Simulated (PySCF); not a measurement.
Species: C6H7N.
Atom-mapped SMILES: `[N:1]#[C:2][CH2:3][C@:4]12[CH2:5][C@H:6]1[CH2:7]2` (hydrogens: H8, H9 on C3; H10, H11 on C5; H12 on C6; H13, H14 on C7)

Structure optimised with GFN2-xTB, isolated species.

(1) List the bond lengths, angles and torsions at this level.

Answers

(1) 
| bond | length (Å) | order |
| --- | --- | --- |
| N1≡C2 | 1.143 | triple |
| C2–C3 | 1.445 | single |
| C3–C4 | 1.493 | single |
| C4–C5, C4–C7 | 1.497 | single |
| C5–C6, C6–C7 | 1.499 | single |
| C4–C6 | 1.483 | single |
| C3–H8, C3–H9 | 1.096 | single |
| C5–H10, C7–H13 | 1.084 | single |
| C5–H11, C7–H14 | 1.084 | single |
| C6–H12 | 1.068 | single |

Bonds in one row agree within 0.01 Å and their mean is given. Orders are formal, as drawn. A selection of angles:
| angle | degrees |
| --- | --- |
| N1–C2–C3 | 179.1 |
| C2–C3–C4 | 110.3 |
| C2–C3–H8 | 108.5 |
| C4–C3–H8 | 110.4 |
| H8–C3–H9 | 108.8 |
| C3–C4–C5 | 131.8 |
| C3–C4–C6 | 135.4 |
| C5–C4–C6 | 60.4 |
| C5–C4–C7 | 96.3 |
| C4–C5–C6 | 59.4 |
| C4–C5–H10 | 117.6 |
| C4–C5–H11 | 119.3 |
| C6–C5–H10 | 117.8 |
| C6–C5–H11 | 119.1 |
| H10–C5–H11 | 113.5 |
| C5–C6–C7 | 96.1 |
| C5–C6–H12 | 131.9 |
| C4–C6–C5 | 60.3 |
| C4–C6–H12 | 135.2 |

Dihedral angles: C2–C3–C4–C5 -92° (anticlinal); C3–C4–C5–C6 -126° (anticlinal); C4–C5–C6–C7 -51° (synclinal); C5–C6–C7–C4 51° (synclinal); C3–C4–C6–C5 121° (anticlinal); C3–C4–C7–C6 126° (anticlinal).

The 3-membered ring C4–C5–C6 has internal angles of 59.4° to 60.4°. The C–C distances run from 1.445 Å (C2–C3, drawn single) to 1.499 Å (C5–C6, drawn single), a spread of 0.054 Å. The 3-membered ring C4–C6–C7 has internal angles of 59.4° to 60.4°. Of the pairs four or more bonds apart, H11···H14 is among the closest relative to their van der Waals radii: 2.35 Å, 98 % of the sum of Bondi's values.

Point group: Cs (tolerance 0.08 Å). No GFN2-xTB frequencies stand behind this structure, so it isn't proved a minimum. One conformer, not necessarily the lowest.

All values are computed, not measured.
